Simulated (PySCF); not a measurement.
Au⁺: ionisation energy

Au⁺ [Xe] 4f14 5d10 (1S) → Au²⁺ [Xe] 4f14 5d9 (2D), as a difference of total energies. Calculation: PySCF 2.14, in aug-cc-pVTZ-PP with ECP60MDF; scalar relativity through the core potential. Correlated levels: valence: 5s2 5p6 frozen. The calculations carry no spin-orbit coupling.

```tsv
method	ionisation energy (eV)
UHF	18.929
MP2 (valence)	20.902
SCS-MP2 (valence)	20.731
CCSD (valence)	20.527
CCSD(T) (valence)	20.651
```

Problem. How much does correlation contribute at CCSD(T) (valence)?

Solution. 20.651 − (18.929) = 1.722 eV, measured against UHF.

The reference lies between the lowest fine-structure levels, while these numbers refer to the centres of the terms.

Errors of the correlated levels include the incompleteness of this basis and the frozen core.

For comparison: 20.203 ± 0.025 eV (measured; NIST Atomic Spectra Database, ionization energies).
